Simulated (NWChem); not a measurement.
System meant: CH$_{6}$GeOSi, singlet; SMILES C[O][Ge][SiH3]

NWChem input:

```
start job
memory heap 200 mb stack 900 mb global 1100 mb
geometry units angstroms noautoz
  Ge     0.950333     0.140496    -0.002403
  O     -0.153000     1.537119     0.001120
  C     -1.544647     1.655728     0.003551
  H     -2.060252     0.677247    -0.004262
  H     -1.872545     2.210019     0.899440
  H     -1.873931     2.225085    -0.882302
  Si    -0.739681    -1.737370    -0.006001
  H     -1.628324    -1.736887    -1.217579
  H     -1.637002    -1.740064     1.199012
  H      0.003927    -3.039869    -0.005234
end
basis spherical
  * library def2-svp
end
dft
  xc b3lyp
  iterations 4
  mulliken
end
task dft energy
```

End of the output:

```
    Atom       Charge   Shell Charges
 -----------   ------   -------------------------------------------------------
    1 Ge  32    31.80   2.00  2.00  1.96  1.10  0.62  5.99  5.80  1.10  0.97  7.80  2.05  0.41
    2 O    8     8.22   1.97  0.92  0.59  2.73  1.99  0.02
    3 C    6     5.94   1.96  0.58  0.30  1.84  1.12  0.13
    4 H    1     0.99   0.65  0.27  0.07
    5 H    1     0.98   0.65  0.27  0.06
    6 H    1     0.98   0.65  0.27  0.06
    7 Si  14    13.81   2.00  1.94  0.72  0.39  5.82  1.33  1.45  0.18
    8 H    1     1.09   0.64  0.43  0.03
    9 H    1     1.09   0.64  0.43  0.03
   10 H    1     1.10   0.64  0.43  0.03

 center of mass
 --------------
 x =   0.24998199 y =   0.06714351 z =   0.00003290

 moments of inertia (a.u.)
 ------------------
         669.582104872743           0.000000000000          -0.000000000000
           0.000000000000         459.979878230317           0.000000000000
          -0.000000000000           0.000000000000        1097.117502480005

     Multipole analysis of the density
     ---------------------------------

     L   x y z        total         alpha         beta         nuclear
     -   - - -        -----         -----         ----         -------
     0   0 0 0     -0.000000    -33.000000    -33.000000     66.000000

     1   1 0 0     -0.231564     -0.115782     -0.115782     -0.000000
     1   0 1 0      0.170666      0.085333      0.085333      0.000000
     1   0 0 1      0.001687      0.000843      0.000843     -0.000000

     2   2 0 0    -33.198345   -137.827099   -137.827099    242.455853
     2   1 1 0     -2.835298      4.129528      4.129528    -11.094353
     2   1 0 1     -0.001085      0.003448      0.003448     -0.007982
     2   0 2 0    -37.421471   -203.627325   -203.627325    369.833179
     2   0 1 1      0.000853     -0.005253     -0.005253      0.011359
     2   0 0 2    -32.137655    -24.116962    -24.116962     16.096268

 ------------------------------------------------------------------------
 dft energy failed                                                                                  0
 ------------------------------------------------------------------------
 ------------------------------------------------------------------------
  current input line :
    23: task dft energy
 ------------------------------------------------------------------------
 ------------------------------------------------------------------------
 This type of error is most commonly associated with calculations not reaching convergence criteria
 ------------------------------------------------------------------------
 For more information see the NWChem manual at https://nwchemgit.github.io

0:dft energy failed:Received an Error in Communication
```

Q: Can this run be used? If not, why, and what is the fix?

A: The run did not converge; its last values are not results. Cause: the SCF was allowed too few iterations. This input runs:
```
start job
memory heap 200 mb stack 900 mb global 1100 mb
geometry units angstroms noautoz
  Ge     0.950333     0.140496    -0.002403
  O     -0.153000     1.537119     0.001120
  C     -1.544647     1.655728     0.003551
  H     -2.060252     0.677247    -0.004262
  H     -1.872545     2.210019     0.899440
  H     -1.873931     2.225085    -0.882302
  Si    -0.739681    -1.737370    -0.006001
  H     -1.628324    -1.736887    -1.217579
  H     -1.637002    -1.740064     1.199012
  H      0.003927    -3.039869    -0.005234
end
basis spherical
  * library def2-svp
end
dft
  xc b3lyp
  iterations 150
  mulliken
end
task dft energy
```
It converges to -2483.04574 Ha (B3LYP/def2-SVP).
